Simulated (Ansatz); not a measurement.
The cluster Cu₂F₂⁻. Charge -1, multiplicity 2. Geometry PBE0-D4/def2-SVPD.

Cartesian coordinates in Å:
```
Cu 0.0741 0.2448 1.1509
Cu -0.0748 -0.2450 -1.1506
F 0.3520 1.3638 2.5736
F -0.3513 -1.3637 -2.5739
```

Another isomer (doublet) lies 0.25 eV lower at PBE0-D4/def2-TZVPD; other spin states weren't run for this one.

Question: Estimate the α-spin orbital energies around the gap (eV) in Ansatz with PBE-D4/def2-TZVPD, r2SCAN-D4/def2-TZVPD, B97M-V/def2-TZVPD, PBE0-D4/def2-TZVPD, ωB97X-V/def2-TZVPD.

Answer: 
```tsv
orbital	PBE-D4/def2-TZVPD	r2SCAN-D4/def2-TZVPD	B97M-V/def2-TZVPD	PBE0-D4/def2-TZVPD	ωB97X-V/def2-TZVPD
HOMO−5	-1.54	-1.74	-1.94	-3.37	-5.87
HOMO−4	-1.51	-1.70	-1.91	-3.34	-5.86
HOMO−3	-1.50	-1.68	-1.79	-2.91	-5.32
HOMO−2	-1.13	-1.26	-1.48	-2.81	-5.27
HOMO−1	-1.05	-1.22	-1.45	-2.68	-5.15
HOMO	-0.75	-1.02	-0.90	-1.80	-3.84
LUMO	2.27	2.49	2.21	2.87	4.25
LUMO+1	2.75	3.01	2.65	3.22	4.62
LUMO+2	3.40	3.88	3.41	3.95	5.12
LUMO+3	3.64	4.12	3.64	4.12	5.24
LUMO+4	4.42	4.92	4.39	4.88	6.01
LUMO+5	4.46	4.98	4.50	4.96	6.10
β HOMO	-0.91	-1.08	-1.18	-2.31	-4.84
β LUMO	-0.08	0.13	-0.03	1.06	3.09
```
